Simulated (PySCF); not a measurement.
SMILES COCC[OH+]C (charge +1) (GFN2-xTB optimised geometry):

```
17

C      1.019    -2.251    -2.580
O      0.839    -1.773    -1.256
C     -0.466    -1.386    -0.928
C     -0.698     0.120    -1.125
O     -0.089     0.846     0.000
C      1.365     0.846     0.000
H      0.392    -3.126    -2.767
H      2.065    -2.536    -2.653
H      0.797    -1.480    -3.324
H     -0.623    -1.628     0.129
H     -1.207    -1.933    -1.522
H     -1.765     0.343    -1.096
H     -0.260     0.464    -2.067
H     -0.402     1.773     0.000
H      1.692     1.266     0.949
H      1.695    -0.191    -0.083
H      1.765     1.427    -0.831
```

Level of theory: CAM-B3LYP/def2-SVP run with PySCF.

### Question
What are the frontier orbital energies?

### Answer
HOMO-2 -16.30 eV, HOMO-1 -14.66 eV, HOMO -13.20 eV, LUMO -3.80 eV, LUMO+1 -1.66 eV.

On the same geometry PBE/def2-SVP (PySCF) gives HOMO-2 -13.30 eV, HOMO-1 -11.64 eV, HOMO -10.14 eV, LUMO -5.85 eV, LUMO+1 -3.90 eV.

Meta-Löwdin charges at CAM-B3LYP/def2-SVP: C1 -0.08, O2 -0.41, C3 0.03, C4 0.01, O5 -0.18, C6 -0.10, H7 0.11, H8 0.14, H9 0.09, H10 0.13, H11 0.12, H12 0.15, H13 0.13, H14 0.39, H15 0.15, H16 0.17, H17 0.14.
